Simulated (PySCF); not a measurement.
How do the members of this family differ from one of them?

PySCF, wB97X-D/def2-SVPD, density fitting, gas phase; each molecule at its own GFN2-xTB geometry, one conformer. Singlet excitations by full TDDFT with frozen cores and triplets by Tamm–Dancoff TDDFT. 

Torsions of the conformers computed, which needn't be the lowest (atom-mapped SMILES):
- `[CH:1]#[C:2][Si@H:3]([CH3:4])[PH2:5]`: H–P5–Si3–C2 -163°, H–P5–Si3–C2 -70°
- `[CH3:1][Si@H:2]([PH2:3])[C:4]#[C:5][CH:6]=[O:7]`: H–P3–Si2–C1 -76°, H–P3–Si2–C1 -169°
- `[CH3:1][Si@@H:2]([PH2:3])[C:4]#[C:5][C:6]([F:7])([F:8])[F:9]`: H–P3–Si2–C1 166°, H–P3–Si2–C1 73°
- `[CH3:1]/[N:2]=[CH:3]/[C:4]#[C:5][Si@@H:6]([CH3:7])[PH2:8]`: H–P8–Si6–C5 48°, H–P8–Si6–C5 -44°
- `[CH3:1][Si@@H:2]([PH2:3])[C:4]#[C:5][CH2:6][NH2:7]`: H–P3–Si2–C1 168°, H–P3–Si2–C1 76°, H–N7–C6–C5 58°, H–N7–C6–C5 -60°
- `[CH3:1][Si@@H:2]([PH2:3])[C:4]#[C:5][CH2:6][C:7]#[N:8]`: H–P3–Si2–C1 -168°, H–P3–Si2–C1 -76°
- `[CH3:1][C:2](=[S:3])[C:4]#[C:5][Si@@H:6]([CH3:7])[PH2:8]`: H–P8–Si6–C5 -46°, H–P8–Si6–C5 46°
- `[CH2:1]=[CH:2][C:3]#[C:4][Si@H:5]([CH3:6])[PH2:7]`: H–P7–Si5–C4 45°, H–P7–Si5–C4 -48°
- `[CH3:1][CH2:2][C:3]#[C:4][Si@H:5]([CH3:6])[PH2:7]`: H–P7–Si5–C4 -48°, H–P7–Si5–C4 45°

Reference: `C#C[Si@H](C)P`, with HOMO energy -9.22 eV, LUMO energy 1.49 eV, lowest singlet excitation 6.13 eV, lowest triplet excitation 5.13 eV, mean polarisability 88.0 au and dipole moment 0.78 D.

Changes against it:

```tsv
molecule	change	Δ HOMO energy (eV)	Δ LUMO energy (eV)	Δ lowest singlet excitation (eV)	Δ lowest triplet excitation (eV)	Δ mean polarisability (au)	Δ dipole moment (D)
C[Si@@H](P)C#CCN	H on C → CH2NH2	+0.35	+0.02	-0.25	-0.15	+24.5	-0.13
C[Si@@H](P)C#CCC#N	H on C → CH2CN	-0.16	-0.29	-0.07	-0.03	+28.1	+2.39
CC(=S)C#C[Si@@H](C)P	H on C → C(S)CH3	+0.79	-2.76	-4.04	-3.45	+56.7	+1.61
C=CC#C[Si@H](C)P	H on C → vinyl	+0.46	-1.03	-1.07	-1.69	+31.6	+0.82
CCC#C[Si@H](C)P	H on C → C2H5	+0.42	+0.16	-0.15	-0.10	+27.3	+1.30
```

Rows whose labels were lost:

```csv
row,Δ HOMO energy (eV),Δ LUMO energy (eV),Δ lowest singlet excitation (eV),Δ lowest triplet excitation (eV),Δ mean polarisability (au),Δ dipole moment (D)
P,-0.22,-2.11,-2.33,-1.87,+20.1,+1.89
Q,+0.31,-1.34,-1.69,-1.54,+43.3,+0.75
R,-0.35,-0.78,-0.24,-0.24,+16.3,+2.00
```

Q: Which row belongs to which of `C[Si@H](P)C#CC=O` (H on C → CHO), `C[Si@@H](P)C#CC(F)(F)F` (H on C → CF3) and `C/N=C/C#C[Si@@H](C)P` (H on C → CH=NMe)?

A: P = `C[Si@H](P)C#CC=O`, Q = `C/N=C/C#C[Si@@H](C)P` and R = `C[Si@@H](P)C#CC(F)(F)F`. P and Q are told apart most clearly by the mean polarisability (+20.1 against +43.3 au); P and R are told apart most clearly by the lowest singlet excitation (-2.33 against -0.24 eV); Q and R are told apart most clearly by the mean polarisability (+43.3 against +16.3 au); Q lies nearest to the labelled row of `C=CC#C[Si@H](C)P`.

Q: Which row has the smallest HOMO–LUMO gap and which the largest, and does the HOMO or the LUMO shift more there?

A: Smallest, counted from the reference: `CC(=S)C#C[Si@@H](C)P`, -3.55 eV (HOMO +0.79, LUMO -2.76), the larger shift being that of the LUMO. Largest: `C[Si@@H](P)C#CCC#N`, -0.13 eV (HOMO -0.16, LUMO -0.29), the larger shift being that of the LUMO. The gap of the reference itself lies above all of them.

Q: Fit a straight line for the change of the mean polarisability against that of the lowest singlet excitation over the labelled rows, and test it on P, Q and R.

A: Over the 5 labelled rows the slope is -7.71 au/eV, the intercept +25.0 au, r = -0.99 and the standard error 2.4 au. P: predicted +43.0, computed +20.1 au; Q: predicted +38.1, computed +43.3 au; R: predicted +26.9, computed +16.3 au. The mean miss is 13 au, against 14 au for guessing the labelled rows' mean: the line is of no use for them.
